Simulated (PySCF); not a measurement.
## Badger's rule along the fifth-period p block: bonds to Sn

r²SCAN in PySCF with def2-SVP on every atom (core potentials on In, Sn, Sb, Te, I), for the lowest determinant that a PBE0 search found; no spin–orbit coupling. Badger's rule says that Re = d + c·k^(−1/3) for bonds between atoms of fixed rows.

```csv
molecule,state (unpaired electrons),Re (Å),k (mdyn/Å)
SnTe,singlet (closed shell),2.543,2.54
SnSb,doublet (π ↑),2.646,?
SnI,doublet (π ↑),2.739,?
InSn,"quartet (σ ↑, π ↑↑)",2.843,0.758
```

Q: Fix c and d from SnTe and InSn.

A: c = (2.843 − 2.543)/(0.758^(−1/3) − 2.54^(−1/3)) = 0.825, d = 2.543 − c·2.54^(−1/3) = 1.939 Å.

Q: Predict k of the others and set the computed values beside them.

A: 

```
molecule  k by the rule  k computed  difference (%)
    SnSb           1.58        1.75              -9
     SnI           1.09        1.39             -21
```

The rule misses by 15 % on average; it knows nothing of spin state or of how ionic a bond is, and both change along this series.

Spin–orbit coupling is left out. States were picked by a PBE0 search and need not be the measured ground states.
